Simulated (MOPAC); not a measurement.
Job for MOPAC: PM3 on CH6OSi (SMILES C[SiH2]O), a point of a bond scan (R = 1.056 Å).

```
PM3 1SCF PRECISE CHARGE=0 THREADS=1
CH6OSi

Si    -0.16441747 1     0.44529995 1     0.17757373 1
C      1.56077310 1    -0.24196944 1    -0.02590174 1
O     -1.32796352 1    -0.58219355 1    -0.40066999 1
H     -0.32661293 1     1.68592358 1    -0.60987127 1
H     -0.39969842 1     0.73849201 1     1.61622218 1
H      1.69510384 1    -1.16116885 1     0.54920899 1
H      2.30153791 1     0.48063994 1     0.32667067 1
H      1.77411328 1    -0.46249033 1    -1.07363830 1
H     -1.49908631 1    -1.48863432 1     0.11282758 1
```

The log:

```
*******************************************************************************
 **                                                                           **
 **                              MOPAC v23.2.5                                **
 **                                                                           **
 *******************************************************************************
 ** MOPAC's Digital Object Identifier: https://doi.org/10.5281/zenodo.6511958 **
 **                                                                           **
 ** Please cite the open-source release paper for use of this MOPAC version:  **
 ** J. E. Moussa and J. J. P. Stewart (2026)                                  **
 ** MOPAC: An open-source semiempirical molecular orbital program             **
 ** J. Open Source Softw., 11(119), 8025, https://doi.org/10.21105/joss.08025 **
 *******************************************************************************

                              PM3 CALCULATION RESULTS

 *******************************************************************************
 *  PM3        - The PM3 Hamiltonian to be used
 *
 *
 *
 *                 CHARGE ON SYSTEM = 0
 *
 *
 *
 *  PRECISE    - TIGHTER CRITERIA TO BE USED
 *  1SCF       - DO 1 SCF AND THEN STOP
 *  THREADS=1  - MULTI-THREADING NOT USED
 *  T=         - A TIME OF 172800.0 SECONDS REQUESTED
 *  DUMP=N     - RESTART FILE WRITTEN EVERY 7200.0 SECONDS REQUESTED
 *******************************************************************************
PM3 1SCF PRECISE CHARGE=0 THREADS=1
 CH6OSi

   ATOM   CHEMICAL          X               Y               Z
  NUMBER   SYMBOL      (ANGSTROMS)     (ANGSTROMS)     (ANGSTROMS)

     1      Si         -0.16441747  *   0.44529995  *   0.17757373  *
     2       C          1.56077310  *  -0.24196944  *  -0.02590174  *
     3       O         -1.32796352  *  -0.58219355  *  -0.40066999  *
     4       H         -0.32661293  *   1.68592358  *  -0.60987127  *
     5       H         -0.39969842  *   0.73849201  *   1.61622218  *
     6       H          1.69510384  *  -1.16116885  *   0.54920899  *
     7       H          2.30153791  *   0.48063994  *   0.32667067  *
     8       H          1.77411328  *  -0.46249033  *  -1.07363830  *
     9       H         -1.49908631  *  -1.48863432  *   0.11282758  *



          CARTESIAN COORDINATES

    NO.       ATOM           X           Y           Z

     1        Si         -0.1644      0.4453      0.1776
     2         C          1.5608     -0.2420     -0.0259
     3         O         -1.3280     -0.5822     -0.4007
     4         H         -0.3266      1.6859     -0.6099
     5         H         -0.3997      0.7385      1.6162
     6         H          1.6951     -1.1612      0.5492
     7         H          2.3015      0.4806      0.3267
     8         H          1.7741     -0.4625     -1.0736
     9         H         -1.4991     -1.4886      0.1128

  H: (PM3): J. J. P. STEWART, J. COMP. CHEM. 10, 209 (1989).
  C: (PM3): J. J. P. STEWART, J. COMP. CHEM. 10, 209 (1989).
  O: (PM3): J. J. P. STEWART, J. COMP. CHEM. 10, 209 (1989).
 Si: (PM3): J. J. P. STEWART, J. COMP. CHEM. 10, 209 (1989).

           Empirical Formula: C H6 O Si  =     9 atoms



      MOLECULAR POINT GROUP   :   C1


      RHF CALCULATION, NO. OF DOUBLY OCCUPIED LEVELS = 10


 -------------------------------------------------------------------------------
 PM3 1SCF PRECISE CHARGE=0 THREADS=1
 CH6OSi



     1SCF WAS SPECIFIED, SO BFGS WAS NOT USED
     SCF FIELD WAS ACHIEVED


                              PM3 CALCULATION
                                                       MOPAC v23.2.5 Linux




          FINAL HEAT OF FORMATION =        -73.26353 KCAL/MOL =    -306.53460 KJ/MOL


          COSMO AREA              =        104.09 SQUARE ANGSTROMS
          COSMO VOLUME            =         90.77 CUBIC ANGSTROMS

          IONIZATION POTENTIAL    =         10.074267 EV
          HOMO LUMO ENERGIES (EV) =        -10.074  0.981
          NO. OF FILLED LEVELS    =         10
          MOLECULAR WEIGHT        =         62.1433         POINT GROUP:  C1

          MOLECULAR DIMENSIONS (Angstroms)

            Atom       Atom       Distance
            H     9    H     7     4.28585
            H     6    H     4     3.63902
            H     8    H     5     3.26181


          SCF CALCULATIONS        =          1





   ATOM   CHEMICAL          X               Y               Z
  NUMBER   SYMBOL      (ANGSTROMS)     (ANGSTROMS)     (ANGSTROMS)

     1      Si         -0.16441747  *   0.44529995  *   0.17757373  *
     2       C          1.56077310  *  -0.24196944  *  -0.02590174  *
     3       O         -1.32796352  *  -0.58219355  *  -0.40066999  *
     4       H         -0.32661293  *   1.68592358  *  -0.60987127  *
     5       H         -0.39969842  *   0.73849201  *   1.61622218  *
     6       H          1.69510384  *  -1.16116885  *   0.54920899  *
     7       H          2.30153791  *   0.48063994  *   0.32667067  *
     8       H          1.77411328  *  -0.46249033  *  -1.07363830  *
     9       H         -1.49908631  *  -1.48863432  *   0.11282758  *

                             CARTESIAN COORDINATES

   1   Si       -0.164417470     0.445299950     0.177573730
   2    C        1.560773100    -0.241969440    -0.025901740
   3    O       -1.327963520    -0.582193550    -0.400669990
   4    H       -0.326612930     1.685923580    -0.609871270
   5    H       -0.399698420     0.738492010     1.616222180
   6    H        1.695103840    -1.161168850     0.549208990
   7    H        2.301537910     0.480639940     0.326670670
   8    H        1.774113280    -0.462490330    -1.073638300
   9    H       -1.499086310    -1.488634320     0.112827580


           Empirical Formula: C H6 O Si  =     9 atoms



      MOLECULAR POINT GROUP   :   C1


                  EIGENVALUES
 -34.72619 -28.85070 -16.79199 -15.07381 -14.12368 -13.59055 -12.67338 -12.00524
 -10.45950 -10.07427   0.98111   1.69280   2.10364   2.36737   4.60944   4.67064
   4.70212   4.88223


              NET ATOMIC CHARGES AND DIPOLE CONTRIBUTIONS

  ATOM NO.   TYPE          CHARGE      No. of ELECS.   s-Pop       p-Pop
    1         Si           0.681351        3.3186     0.94311     2.37554
    2          C          -0.299084        4.2991     1.15969     3.13939
    3          O          -0.483298        6.4833     1.77572     4.70757
    4          H          -0.105842        1.1058     1.10584
    5          H          -0.146032        1.1460     1.14603
    6          H           0.048848        0.9512     0.95115
    7          H           0.053881        0.9461     0.94612
    8          H           0.056897        0.9431     0.94310
    9          H           0.193279        0.8067     0.80672
 DIPOLE           X         Y         Z       TOTAL
 POINT-CHG.     0.835     0.125     0.750     1.129
 HYBRID         0.133    -0.703     0.267     0.763
 SUM            0.968    -0.578     1.016     1.518


          ATOMIC ORBITAL ELECTRON POPULATIONS

     Atom    s        px        py        pz
    1 Si   0.94311   0.73273   0.79843   0.84438
    2  C   1.15969   1.07899   1.02990   1.03050
    3  O   1.77572   1.69310   1.35551   1.65896
    4  H   1.10584
    5  H   1.14603
    6  H   0.95115
    7  H   0.94612
    8  H   0.94310
    9  H   0.80672

 **********************
 *                    *
 * JOB ENDED NORMALLY *
 *                    *
 **********************




 == MOPAC DONE ==
```

The run finished.

Cost: around 0.020 core-seconds (rough).
